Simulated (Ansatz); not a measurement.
H5O4Si, charge +1, singlet, geometry from GFN2-xTB, atoms displaced at random by about 0.08 Å a coordinate; R2SCAN/STO-3G, gradient in Ansatz (a program for electronic structure).

The Ansatz input:
Ansatz 0.2 input:
```yaml
crystal:
  periodic: [false, false, false]
  atoms:
    - {symbol: O, position_ang: [0.55720637, -0.09617848, 1.56784404]}
    - {symbol: Si, position_ang: [0.26499682, -0.10698274, 0.01661841]}
    - {symbol: O, position_ang: [0.09449606, -1.17240668, -1.00267284]}
    - {symbol: O, position_ang: [0.83919455, 1.32392750, -0.47070350]}
    - {symbol: O, position_ang: [-1.60990461, 0.51094958, -0.14046831]}
    - {symbol: H, position_ang: [0.19556463, -1.05830886, 2.11089198]}
    - {symbol: H, position_ang: [0.65915676, -1.66655088, -1.43215170]}
    - {symbol: H, position_ang: [1.59844321, 1.74185247, -0.09077428]}
    - {symbol: H, position_ang: [-1.75247865, 1.17393203, -0.00617520]}
    - {symbol: H, position_ang: [-2.00469186, 0.07517476, -0.75900348]}
basis:
  gaussian:
    orbitals: STO-3G
hamiltonian:
  xc: r2scan
total_charge: 1
output: {forces: true}
```

Problem. Predict the main parts of the log of this Ansatz run.

Solution. 
```
Functional definition: r2SCAN
460 factors; integrals over basis functions are off by at most 4.8e-5 eV
mean field evaluation 1: about -15919.7980 eV, gradient 4.4e1 eV
mean field evaluation 2: about -15915.5871 eV, gradient 5.9e1 eV
mean field evaluation 4: about -15926.1159 eV, gradient 3.2e0 eV
mean field evaluation 8: about -15926.0777 eV, gradient 5.8e-2 eV
mean field -15926.07773460 eV, -585.2725616633 hartree, gradient 3.3e-5 eV, S^2 0.000000; 0 other end points of the search recorded, 0 dependent functions left out
the calculation of the forces begins
reference -15926.07774114 eV, -585.2725619038 hartree; 25, 25 occupied and 9, 9 virtual orbitals, 460 factors
Total energy: -15926.07774114 eV, -585.2725619038 hartree
Atom 0 at     0.557206    -0.096178     1.567844 Å, force    -1.223433    -4.733996     5.928865 eV/Å
Atom 1 at     0.264997    -0.106983     0.016618 Å, force    -0.309690     5.855163     1.445285 eV/Å
Atom 2 at     0.094496    -1.172407    -1.002673 Å, force    -7.968039     1.388365     1.144865 eV/Å
Atom 3 at     0.839195     1.323927    -0.470703 Å, force    -2.937700    -0.675265    -2.692274 eV/Å
Atom 4 at    -1.609905     0.510950    -0.140468 Å, force    18.465182   -42.877559    -0.808600 eV/Å
Atom 5 at     0.195565    -1.058309     2.110892 Å, force     1.550671     3.989671    -2.292766 eV/Å
Atom 6 at     0.659157    -1.666551    -1.432152 Å, force     6.783436    -6.019292    -5.189412 eV/Å
Atom 7 at     1.598443     1.741852    -0.090774 Å, force     2.705736     1.024410     1.839113 eV/Å
Atom 8 at    -1.752479     1.173932    -0.006175 Å, force   -10.834761    47.398230     9.156029 eV/Å
Atom 9 at    -2.004692     0.075175    -0.759003 Å, force    -6.231401    -5.349725    -8.531106 eV/Å
Dipole moment:    -0.317930    -0.283822    -0.105221 e Å
```
